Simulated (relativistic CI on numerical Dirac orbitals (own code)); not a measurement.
## L2,3 absorption of iron in several valence states

Computed multiplet spectra 2p⁶3dⁿ → 2p⁵3dⁿ⁺¹ (Dirac-Coulomb-Breit ions, Slater integrals scaled by 0.9, an assumed crystal field that grows with the charge, no charge transfer; 300 K; Lorentzian 0.4 eV and Gaussian 0.3 eV FWHM at both edges, so that L2 comes out sharper than in experiment). Peaks over 5 % are given in eV from the highest peak in the L3 region of each spectrum (height, largest 100). S of the lowest state is read from ⟨S²⟩, and the branching ratio is the share of L3, cut at the minimum between the edges.

Field parameters in Wybourne normalisation: Oh B⁴₀ = 21Dq, B⁴₄ = √(5/14) B⁴₀. The field is a parameter set, without covalency.

- Fe³⁺ (d5, Oh, 10Dq = 22450 cm⁻¹): S = 2.50, high spin, branching ratio 0.78; peaks -2.9 (38), 0.0 (100), 1.7 (21), 4.2 (7), 5.5 (5), 10.5 (11), 13.3 (15), 15.1 (10)
- Fe⁴⁺ (d4, Oh, 10Dq = 27500 cm⁻¹): S = 1.82, high spin, branching ratio 0.70; peaks -4.0 (22), -3.1 (50), 0.0 (100), 1.7 (56), 3.7 (20), 7.8 (11), 9.4 (31), 10.7 (25), 12.1 (21), 13.3 (23), 13.9 (21), 15.4 (10), 16.6 (6)
- Fe⁵⁺ (d3, Oh, 10Dq = 32600 cm⁻¹): S = 1.50, branching ratio 0.57; peaks -4.5 (30), -2.3 (46), -1.5 (33), -0.6 (67), 0.0 (77), 1.0 (65), 1.6 (67), 2.7 (33), 5.2 (11), 5.9 (10), 7.7 (10), 9.7 (40), 11.0 (100), 12.4 (36), 13.7 (33), 14.4 (48), 16.5 (5)

Task: What spin state follows for Fe²⁺ in Oh, 10Dq = 17350 cm⁻¹, and does its branching ratio lie nearer 2/3 or nearer 0.8?

Result: Fe²⁺ (d6, Oh, 10Dq = 17350 cm⁻¹): S = 0.05, low spin, branching ratio 0.66; peaks -2.3 (9), 0.0 (100), 2.0 (38), 3.8 (6), 12.0 (52), 13.1 (18), 13.6 (16). High-spin states, above all those with an unquenched orbital moment, raise the ratio above the statistical 2/3; low spin and nearly empty shells keep it near or below 2/3.

The centroid of the whole edge, which also moves with the branching ratio, lies at 714.8 (Fe²⁺), 716.5 (Fe³⁺), 720.5 (Fe⁴⁺), 726.5 (Fe⁵⁺) eV in this ionic model, in steps of 1.7 to 6.0 eV. Compounds show about 1 to 2 eV a unit and lower energies for the high valences, since ligands screen the charge. The multiplet shape follows the d count and the spin state, and so serves as a fingerprint of valence. Fe⁴⁺ lies at a spin crossover.
